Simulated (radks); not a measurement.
The numbers below are computed, except where a source is named.
All-electron atom: Te2+ in [Kr] 4d10 5s2 5p2. Level of theory: scalar-relativistic Kohn-Sham, BLYP, spin-polarised, spherical densities, finite nucleus; open shells are filled with parallel spins first (spin-orbit coupling, left out, can overturn this in heavy ions); Fermi nuclear charge, rms radius 4.7423 fm (a radial shooting solver on a logarithmic mesh with Libxc functionals).

Unscreened Slater integrals over Kohn-Sham orbitals (eV). They are taken over the spin-up orbitals.

integral,value
"F0(5p,5p)",10.499
"F2(5p,5p)",5.6963
"F0(5p,5s)",11.299
"G1(5p,5s)",7.5054
"F0(5p,4d)",13.098
"F2(5p,4d)",3.6517
"G1(5p,4d)",1.1937
"G3(5p,4d)",1.0902
"F0(5p,4p)",13.326
"F2(5p,4p)",3.0729
"G0(5p,4p)",0.59662
"G2(5p,4p)",0.76347
"F0(5s,5s)",12.388
"F0(5s,4d)",15.108
"G2(5s,4d)",1.9548
"F0(5s,4p)",15.443
"G1(5s,4p)",1.0695
"F0(4d,4d)",25.337
"F2(4d,4d)",12.777
"F4(4d,4d)",8.4513
"F0(4d,4p)",27.305
"F2(4d,4p)",13.811
"G1(4d,4p)",17.563
"G3(4d,4p)",10.852
"F0(4p,4p)",29.802
"F2(4p,4p)",15.634

Derived for the open shells (J is the average intra-shell exchange parameter used in DFT+U). 5p: J = F2/5 = 1.139 eV.
